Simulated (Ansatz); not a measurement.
C3H8BFO (`CCOB(C)F`). The species carries charge 0 and has multiplicity 1.

```json
{"atom": "C1", "x (Å)": "-1.582", "y (Å)": "1.474", "z (Å)": "0.019"}
{"atom": "C2", "x (Å)": "-0.226", "y (Å)": "1.284", "z (Å)": "-0.617"}
{"atom": "O3", "x (Å)": "0.116", "y (Å)": "-0.097", "z (Å)": "-0.678"}
{"atom": "B4", "x (Å)": "0.838", "y (Å)": "-0.704", "z (Å)": "0.284"}
{"atom": "C5", "x (Å)": "1.189", "y (Å)": "-2.223", "z (Å)": "0.209"}
{"atom": "F6", "x (Å)": "1.267", "y (Å)": "0.020", "z (Å)": "1.332"}
{"atom": "H7", "x (Å)": "-1.862", "y (Å)": "2.530", "z (Å)": "-0.001"}
{"atom": "H8", "x (Å)": "-2.343", "y (Å)": "0.905", "z (Å)": "-0.518"}
{"atom": "H9", "x (Å)": "-1.572", "y (Å)": "1.145", "z (Å)": "1.061"}
{"atom": "H10", "x (Å)": "0.541", "y (Å)": "1.837", "z (Å)": "-0.067"}
{"atom": "H11", "x (Å)": "-0.229", "y (Å)": "1.642", "z (Å)": "-1.649"}
{"atom": "H12", "x (Å)": "0.807", "y (Å)": "-2.747", "z (Å)": "1.090"}
{"atom": "H13", "x (Å)": "2.274", "y (Å)": "-2.364", "z (Å)": "0.218"}
{"atom": "H14", "x (Å)": "0.782", "y (Å)": "-2.700", "z (Å)": "-0.683"}
```

Problem. Give the diagnostics of a CCSD(T)/def2-TZVPP run (frozen core, the Gaussian-basis code of Ansatz). (Estimate.)

Solution. Ansatz gave: T1 = 0.0116, largest single amplitude 0.017, largest double 0.015, (T) share of the correlation energy 3.4 %, 9 CCSD cycles. The RHF solution is stable towards an unrestricted one. T1 lies under the customary mark of 0.02 for closed shells.
